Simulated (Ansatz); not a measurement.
The first iterations of a band of Cl$_{2}$H$_{2}$OSi (6 atoms, charge 0, multiplicity 1).

All numbers below come from RKS PBE0/6-31G* in Ansatz 0.2.0.

```
movable images  : 7
climbing image  : yes
spring          : 5.0 eV/Å²
optimiser       : quadratic models (default)
start path      : through a guess of the saddle point
force threshold : 0.03 eV/Å
iteration limit : 60
end points      : relaxed
```

Image 0:

```xyz
6
Properties=species:S:1:pos:R:3
Si -0.276 0.090 0.240
H -1.544 -0.369 0.822
O 0.236 -1.076 -0.785
H 1.060 -0.937 -1.268
Cl -0.567 1.869 -0.742
Cl 1.092 0.424 1.733
```

Image 8:

```xyz
6
Properties=species:S:1:pos:R:3
Si 0.784 0.603 -0.171
H -1.619 -1.311 0.315
O 1.480 -0.305 -1.169
H -1.157 -1.627 -0.178
Cl -0.563 2.037 -0.624
Cl 1.075 0.603 1.827
```

| iteration | highest image above the first end (eV) | largest band force component (eV/Å) |
| --- | --- | --- |
| 1 | 172.234 | 1026.840 |
| 2 | 114.760 | 644.957 |
| 3 | 58.991 | 319.965 |
| 4 | 31.342 | 200.323 |
| 5 | 13.927 | 85.349 |
| 6 | 5.760 | 43.329 |
| 7 | 3.561 | 27.525 |
| 8 | 3.164 | 8.080 |
| 9 | 2.809 | 2.920 |
| 10 | 2.832 | 3.374 |
| 11 | 2.834 | 1.347 |
| 12 | 2.696 | 0.811 |
| 13 | 2.823 | 0.548 |
| 14 | 2.957 | 1.040 |
| 15 | 3.018 | 0.992 |
| 16 | 3.063 | 0.425 |
| 17 | 3.052 | 0.384 |
| 18 | 3.065 | 0.322 |
| 19 | 3.059 | 0.325 |
| 20 | 3.058 | 0.331 |

Q: Does the band converge within its limit, and where does its top end?

A: It did not converge within its limit. It ended after 60 iterations with the highest image 3.058 eV above the first end. The band didn't meet its force threshold, so its energies are provisional: the largest band force was still 0.38 eV/Å, and over the last iterations the top stayed at 3.06 eV. The orbitals stay closed-shell, which can raise the energy where a bond breaks towards radicals; this wasn't checked here.

The run took 7.8 min on 2 threads of Intel(R) Xeon(R) Platinum 8488C (Sapphire Rapids) (shared host), peak memory 0.18 GiB.
